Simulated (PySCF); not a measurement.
PySCF input (M06-L/def2-TZVPD):

```python
from pyscf import gto, scf, dft

mol = gto.M(
    atom='''
    B     0.14414957   -0.00616732   -0.00768719
    H    -0.40731316   -1.05719127   -0.00044344
    H    -0.31343467    1.08802789    0.03887940
    ''',
    basis='def2-tzvpd',
    charge=0,
    spin=1,
    verbose=4,
)

mf = dft.UKS(mol, xc='m06l').density_fit(auxbasis='def2-universal-jkfit')
mf.grids.level = 4
mf.conv_tol = 1e-9
mf.max_cycle = 100
mf.max_memory = 1500
mf.kernel()
if not mf.converged:
    mf = mf.newton()
    mf.kernel(mf.make_rdm1())
for _ in range(2):
    mo, _, stable, _ = mf.stability(return_status=True)
    if stable:
        break
    mf.kernel(mf.make_rdm1(mo, mf.mo_occ))
mf.analyze()
```

Output:

```
PySCF version 2.14.0

[INPUT] verbose = 4
[INPUT] num. atoms = 3
[INPUT] num. electrons = 7
[INPUT] charge = 0
[INPUT] spin (= nelec alpha-beta = 2S) = 1
[INPUT] symmetry False subgroup None
[INPUT] Mole.unit = angstrom
[INPUT] Symbol           X                Y                Z      unit          X                Y                Z       unit  Magmom
[INPUT]  1 B      0.144149570000  -0.006167320000  -0.007687190000 AA    0.272403208274  -0.011654545723  -0.014526683767 Bohr   0.0
[INPUT]  2 H     -0.407313160000  -1.057191270000  -0.000443440000 AA   -0.769710319331  -1.997801961581  -0.000837980153 Bohr   0.0
[INPUT]  3 H     -0.313434670000   1.088027890000   0.038879400000 AA   -0.592305684243   2.056074727988   0.073471417887 Bohr   0.0

nuclear repulsion = 4.70475025598994
number of shells = 23
number of NR pGTOs = 74
number of NR cGTOs = 55
basis = def2-tzvpd
ecp = {}

******** <class 'pyscf.df.df_jk.DFUKS'> ********
method = DFUKS
initial guess = minao
damping factor = 0
level_shift factor = 0
DIIS = <class 'pyscf.scf.diis.CDIIS'>
diis_start_cycle = 1
diis_space = 8
diis_damp = 0
SCF conv_tol = 1e-09
SCF conv_tol_grad = None
SCF max_cycles = 100
direct_scf = False
number electrons alpha = 4  beta = 3
XC library pyscf.dft.libxc version 7.1.2
    S. Lehtola, C. Steigemann, M. J. T. Oliveira, and M. A. L. Marques,  SoftwareX 7, 1–5 (2018)
XC functionals = m06l
    Y. Zhao and D. G. Truhlar,  J. Chem. Phys. 125, 194101 (2006)
    Y. Zhao and D. G. Truhlar,  J. Chem. Phys. 125, 194101 (2006)
    Y. Zhao and D. G. Truhlar,  Theor. Chem. Acc. 120, 215 (2008)
radial grids:
    Treutler-Ahlrichs [JCP 102, 346 (1995); DOI:10.1063/1.469408] (M4) radial grids

becke partition: Becke, JCP 88, 2547 (1988); DOI:10.1063/1.454033
pruning grids: <function nwchem_prune>
grids dens level: 4
symmetrized grids: False
atomic radii adjust function: <function treutler_atomic_radii_adjust>
small_rho_cutoff = 0
Set gradient conv threshold to 3.16228e-05
tot grids = 59520
init E= -25.779409718601
  alpha nocc = 4  HOMO = -0.167001387080639  LUMO = -0.133867544582625
  beta  nocc = 3  HOMO = -0.39237169852505  LUMO = -0.167001387080637

WARN: HOMO -0.167001387080639 >= LUMO -0.167001387080637

cycle= 1 E= -25.9306664911556  delta_E= -0.151  |g|= 0.0889  |ddm|= 0.848
  alpha nocc = 4  HOMO = -0.175769367107524  LUMO = -0.0731343607105651
  beta  nocc = 3  HOMO = -0.323593328973258  LUMO = -0.0741830584583152
  HOMO = -0.175769367108  LUMO = -0.0741830584583  gap/eV = 2.76430
cycle= 2 E= -25.9367906434689  delta_E= -0.00612  |g|= 0.023  |ddm|= 0.156
  alpha nocc = 4  HOMO = -0.190894492243647  LUMO = -0.0788383544170782
  beta  nocc = 3  HOMO = -0.34155753190452  LUMO = -0.08418389787375
  HOMO = -0.190894492244  LUMO = -0.0841838978737  gap/eV = 2.90374
cycle= 3 E= -25.9371918752957  delta_E= -0.000401  |g|= 0.0132  |ddm|= 0.052
  alpha nocc = 4  HOMO = -0.186780221759889  LUMO = -0.0789421703013332
  beta  nocc = 3  HOMO = -0.337458391081315  LUMO = -0.0791002651073946
  HOMO = -0.18678022176  LUMO = -0.0791002651074  gap/eV = 2.93012
cycle= 4 E= -25.9372961270878  delta_E= -0.000104  |g|= 0.00284  |ddm|= 0.0335
  alpha nocc = 4  HOMO = -0.186995821436655  LUMO = -0.0784393311914262
  beta  nocc = 3  HOMO = -0.337143388721572  LUMO = -0.0795692368222021
  HOMO = -0.186995821437  LUMO = -0.0795692368222  gap/eV = 2.92323
cycle= 5 E= -25.9373018387447  delta_E= -5.71e-06  |g|= 0.000766  |ddm|= 0.0112
  alpha nocc = 4  HOMO = -0.186935936850219  LUMO = -0.078350804847462
  beta  nocc = 3  HOMO = -0.337344136141889  LUMO = -0.0795787558021511
  HOMO = -0.18693593685  LUMO = -0.0795787558022  gap/eV = 2.92134
cycle= 6 E= -25.9373022181705  delta_E= -3.79e-07  |g|= 0.000255  |ddm|= 0.00201
  alpha nocc = 4  HOMO = -0.1869657244059  LUMO = -0.0783464272633627
  beta  nocc = 3  HOMO = -0.337342698183511  LUMO = -0.0799169935733631
  HOMO = -0.186965724406  LUMO = -0.0799169935734  gap/eV = 2.91294
cycle= 7 E= -25.9373022579547  delta_E= -3.98e-08  |g|= 8.72e-05  |ddm|= 0.000708
  alpha nocc = 4  HOMO = -0.186952751071342  LUMO = -0.0783283107114329
  beta  nocc = 3  HOMO = -0.337334064550136  LUMO = -0.0798517973002054
  HOMO = -0.186952751071  LUMO = -0.0798517973002  gap/eV = 2.91437
cycle= 8 E= -25.937302262611  delta_E= -4.66e-09  |g|= 1.2e-05  |ddm|= 0.000342
  alpha nocc = 4  HOMO = -0.186950524074206  LUMO = -0.0783273165513623
  beta  nocc = 3  HOMO = -0.337333802859806  LUMO = -0.0798626139019179
  HOMO = -0.186950524074  LUMO = -0.0798626139019  gap/eV = 2.91401
cycle= 9 E= -25.9373022627645  delta_E= -1.53e-10  |g|= 2.7e-06  |ddm|= 4.59e-05
  alpha nocc = 4  HOMO = -0.186951294060899  LUMO = -0.0783279404188352
  beta  nocc = 3  HOMO = -0.33733435301745  LUMO = -0.0798623916787202
  HOMO = -0.186951294061  LUMO = -0.0798623916787  gap/eV = 2.91404
Extra cycle  E= -25.937302262771  delta_E= -6.44e-12  |g|= 1.16e-06  |ddm|= 6.87e-06
converged SCF energy = -25.937302262771  <S^2> = 0.75310737  2S+1 = 2.003105
uhf_internal: lowest eigs of H = [0.08333882 0.378884   0.40827095]
<class 'pyscf.df.df_jk.DFUKS'> wavefunction is stable in the internal stability analysis
**** SCF Summaries ****
Total Energy =                         -25.937302262770970
Nuclear Repulsion Energy =               4.704750255989943
One-electron Energy =                  -42.973648900867616
Two-electron Energy =                   12.331596382106705
Two-electron Coulomb Energy =           17.073805976417681
DFT Exchange-Correlation Energy =       -4.742209594310976
HOMO-LUMO gap [eV] =                     2.914037461179560
**** MO energy ****
                             alpha | beta                alpha | beta
MO #1   energy= -6.69439117847981  | -6.68305806400893  occ= 1 | 1
MO #2   energy= -0.475298064921178 | -0.443141995392596 occ= 1 | 1
MO #3   energy= -0.348976860119908 | -0.33733435301745  occ= 1 | 1
MO #4   energy= -0.186951294060899 | -0.0798623916787202 occ= 1 | 0
MO #5   energy= -0.0958908722334986 | -0.0783279404188352 occ= 0 | 0
MO #6   energy= 0.00413928668930374 | 0.0440108289050904 occ= 0 | 0
MO #7   energy= 0.0818131323906868 | 0.0916267127300898 occ= 0 | 0
MO #8   energy= 0.0829606175162731 | 0.0979018705817479 occ= 0 | 0
MO #9   energy= 0.107918195290692  | 0.137622450881623  occ= 0 | 0
MO #10  energy= 0.107922780996328  | 0.139846434758839  occ= 0 | 0
MO #11  energy= 0.117650860902878  | 0.145270831022724  occ= 0 | 0
MO #12  energy= 0.125126563409934  | 0.151945260282505  occ= 0 | 0
MO #13  energy= 0.128504297032748  | 0.194473872594822  occ= 0 | 0
MO #14  energy= 0.147596136601699  | 0.206663218346624  occ= 0 | 0
MO #15  energy= 0.186816045874178  | 0.238661774483218  occ= 0 | 0
MO #16  energy= 0.210086133978738  | 0.252277291206945  occ= 0 | 0
MO #17  energy= 0.226028078044774  | 0.256607347781268  occ= 0 | 0
MO #18  energy= 0.288281617695168  | 0.316229726212002  occ= 0 | 0
MO #19  energy= 0.289438409945676  | 0.320400607590754  occ= 0 | 0
MO #20  energy= 0.301510337620199  | 0.326243311956765  occ= 0 | 0
MO #21  energy= 0.313444198203001  | 0.326741293327672  occ= 0 | 0
MO #22  energy= 0.366955015251037  | 0.390104585676308  occ= 0 | 0
MO #23  energy= 0.371398974601636  | 0.416422923939503  occ= 0 | 0
MO #24  energy= 0.492368016763444  | 0.488231442918428  occ= 0 | 0
MO #25  energy= 0.498066566995477  | 0.512431245835815  occ= 0 | 0
MO #26  energy= 0.51254384781166   | 0.525997590153479  occ= 0 | 0
MO #27  energy= 0.544420375521238  | 0.535280745507515  occ= 0 | 0
MO #28  energy= 0.585478346483935  | 0.592093191278641  occ= 0 | 0
MO #29  energy= 0.743855925852772  | 0.714441861335535  occ= 0 | 0
MO #30  energy= 0.782843777679522  | 0.753014784318571  occ= 0 | 0
MO #31  energy= 0.906506608400093  | 0.933707895463043  occ= 0 | 0
MO #32  energy= 0.936535481459677  | 0.939064450347825  occ= 0 | 0
MO #33  energy= 1.10684852308132   | 1.09250775730278   occ= 0 | 0
MO #34  energy= 1.13477672804646   | 1.11049159017915   occ= 0 | 0
MO #35  energy= 1.49372566151429   | 1.4302454613889    occ= 0 | 0
MO #36  energy= 1.53721548503345   | 1.48581423237793   occ= 0 | 0
MO #37  energy= 1.54598621872504   | 1.48678022399501   occ= 0 | 0
MO #38  energy= 1.69629360981811   | 1.64493782434923   occ= 0 | 0
MO #39  energy= 1.74139086198199   | 1.68420008687385   occ= 0 | 0
MO #40  energy= 1.80958777025841   | 1.73191385218002   occ= 0 | 0
MO #41  energy= 1.83620564077877   | 1.82313742760916   occ= 0 | 0
MO #42  energy= 1.89594170043208   | 1.87343714737584   occ= 0 | 0
MO #43  energy= 1.90403690542474   | 1.89151370827678   occ= 0 | 0
MO #44  energy= 1.91684638196931   | 1.90388234428015   occ= 0 | 0
MO #45  energy= 1.9861944408656    | 1.96502940484186   occ= 0 | 0
MO #46  energy= 2.00366514444315   | 1.99503350852062   occ= 0 | 0
MO #47  energy= 2.18038785347279   | 2.16704728006433   occ= 0 | 0
MO #48  energy= 2.45060031176961   | 2.4211089693869    occ= 0 | 0
MO #49  energy= 2.47141510810175   | 2.45278700232189   occ= 0 | 0
MO #50  energy= 2.71484814002599   | 2.67544047579521   occ= 0 | 0
MO #51  energy= 2.93618722128837   | 2.78110564681321   occ= 0 | 0
MO #52  energy= 3.01877875544522   | 2.96595689733513   occ= 0 | 0
MO #53  energy= 3.13557063243603   | 3.06293527490298   occ= 0 | 0
MO #54  energy= 3.35544358620605   | 3.18169398643114   occ= 0 | 0
MO #55  energy= 14.0580935325988   | 14.0163158801513   occ= 0 | 0

To work with the spin densities directly, `use mulliken_meta_spin()` only printing them here.

 ** Mulliken spin pop alpha/beta on meta-lowdin orthogonal AOs **
 ** Mulliken Spin Density (per AO)  **
spin_pop of  0 B 1s        0.00001
spin_pop of  0 B 2s        0.20569
spin_pop of  0 B 3s        0.00346
spin_pop of  0 B 4s       -0.00001
spin_pop of  0 B 5s       -0.00000
spin_pop of  0 B 6s        0.00002
spin_pop of  0 B 2px       0.79371
spin_pop of  0 B 2py       0.02244
spin_pop of  0 B 2pz       0.00228
spin_pop of  0 B 3px      -0.00089
spin_pop of  0 B 3py       0.00099
spin_pop of  0 B 3pz      -0.00000
spin_pop of  0 B 4px       0.00001
spin_pop of  0 B 4py       0.00003
spin_pop of  0 B 4pz       0.00000
spin_pop of  0 B 3dxy     -0.00001
spin_pop of  0 B 3dyz      0.00000
spin_pop of  0 B 3dz^2     0.00090
spin_pop of  0 B 3dxz      0.00001
spin_pop of  0 B 3dx2-y2   -0.00016
spin_pop of  0 B 4dxy     -0.00001
spin_pop of  0 B 4dyz     -0.00000
spin_pop of  0 B 4dz^2     0.00002
spin_pop of  0 B 4dxz      0.00000
spin_pop of  0 B 4dx2-y2   -0.00007
spin_pop of  0 B 5dxy      0.00000
spin_pop of  0 B 5dyz      0.00000
spin_pop of  0 B 5dz^2     0.00001
spin_pop of  0 B 5dxz      0.00000
spin_pop of  0 B 5dx2-y2    0.00006
spin_pop of  0 B 4f-3     -0.00000
spin_pop of  0 B 4f-2      0.00000
spin_pop of  0 B 4f-1      0.00009
spin_pop of  0 B 4f+0      0.00000
spin_pop of  0 B 4f+1      0.00009
spin_pop of  0 B 4f+2     -0.00000
spin_pop of  0 B 4f+3     -0.00003
spin_pop of  1 H 1s       -0.01548
spin_pop of  1 H 2s        0.00095
spin_pop of  1 H 3s        0.00005
spin_pop of  1 H 2px      -0.00003
spin_pop of  1 H 2py       0.00019
spin_pop of  1 H 2pz       0.00000
spin_pop of  1 H 3px      -0.00005
spin_pop of  1 H 3py       0.00004
spin_pop of  1 H 3pz      -0.00000
spin_pop of  2 H 1s       -0.01547
spin_pop of  2 H 2s        0.00095
spin_pop of  2 H 3s        0.00005
spin_pop of  2 H 2px       0.00002
spin_pop of  2 H 2py       0.00015
spin_pop of  2 H 2pz      -0.00000
spin_pop of  2 H 3px      -0.00007
spin_pop of  2 H 3py       0.00006
spin_pop of  2 H 3pz       0.00000
 ** Mulliken Spin Density (per atom)  **
spin density of  0 B =      1.02864
spin density of  1 H =     -0.01432
spin density of  2 H =     -0.01432
 ** Mulliken pop alpha/beta on meta-lowdin orthogonal AOs **
 ** Mulliken pop       alpha | beta **
pop of  0 B 1s        0.99993 | 0.99991
pop of  0 B 2s        0.65402 | 0.44832
pop of  0 B 3s        0.00471 | 0.00124
pop of  0 B 4s        0.00025 | 0.00026
pop of  0 B 5s        0.00009 | 0.00009
pop of  0 B 6s        0.00007 | 0.00004
pop of  0 B 2px       0.84157 | 0.04786
pop of  0 B 2py       0.51432 | 0.49188
pop of  0 B 2pz       0.00258 | 0.00030
pop of  0 B 3px       0.00091 | 0.00180
pop of  0 B 3py       0.00660 | 0.00561
pop of  0 B 3pz       0.00000 | 0.00001
pop of  0 B 4px       0.00001 | 0.00000
pop of  0 B 4py       0.00004 | 0.00001
pop of  0 B 4pz       0.00000 | 0.00000
pop of  0 B 3dxy      0.00087 | 0.00088
pop of  0 B 3dyz      0.00000 | 0.00000
pop of  0 B 3dz^2     0.00112 | 0.00022
pop of  0 B 3dxz      0.00001 | 0.00000
pop of  0 B 3dx2-y2    0.00025 | 0.00040
pop of  0 B 4dxy      0.00001 | 0.00002
pop of  0 B 4dyz      0.00000 | 0.00000
pop of  0 B 4dz^2     0.00006 | 0.00004
pop of  0 B 4dxz      0.00000 | 0.00000
pop of  0 B 4dx2-y2    0.00008 | 0.00015
pop of  0 B 5dxy      0.00000 | 0.00000
pop of  0 B 5dyz      0.00000 | 0.00000
pop of  0 B 5dz^2     0.00002 | 0.00001
pop of  0 B 5dxz      0.00000 | 0.00000
pop of  0 B 5dx2-y2    0.00012 | 0.00006
pop of  0 B 4f-3      0.00003 | 0.00003
pop of  0 B 4f-2      0.00000 | 0.00000
pop of  0 B 4f-1      0.00011 | 0.00002
pop of  0 B 4f+0      0.00000 | 0.00000
pop of  0 B 4f+1      0.00009 | 0.00000
pop of  0 B 4f+2      0.00000 | 0.00000
pop of  0 B 4f+3      0.00014 | 0.00017
pop of  1 H 1s        0.48078 | 0.49626
pop of  1 H 2s        0.00299 | 0.00204
pop of  1 H 3s        0.00052 | 0.00047
pop of  1 H 2px       0.00032 | 0.00035
pop of  1 H 2py       0.00098 | 0.00079
pop of  1 H 2pz       0.00000 | 0.00000
pop of  1 H 3px       0.00014 | 0.00019
pop of  1 H 3py       0.00027 | 0.00022
pop of  1 H 3pz       0.00000 | 0.00000
pop of  2 H 1s        0.48078 | 0.49626
pop of  2 H 2s        0.00299 | 0.00204
pop of  2 H 3s        0.00052 | 0.00047
pop of  2 H 2px       0.00030 | 0.00028
pop of  2 H 2py       0.00100 | 0.00085
pop of  2 H 2pz       0.00000 | 0.00000
pop of  2 H 3px       0.00016 | 0.00022
pop of  2 H 3py       0.00025 | 0.00019
pop of  2 H 3pz       0.00000 | 0.00000
In total             4.00000 | 3.00000
 ** Mulliken atomic charges   ( Nelec_alpha | Nelec_beta ) **
charge of  0B =     -0.02735  (     3.02800      1.99936 )
charge of  1H =      0.01367  (     0.48600      0.50032 )
charge of  2H =      0.01368  (     0.48600      0.50032 )
Dipole moment(X, Y, Z, Debye): -0.35134,  0.01505,  0.01897
```
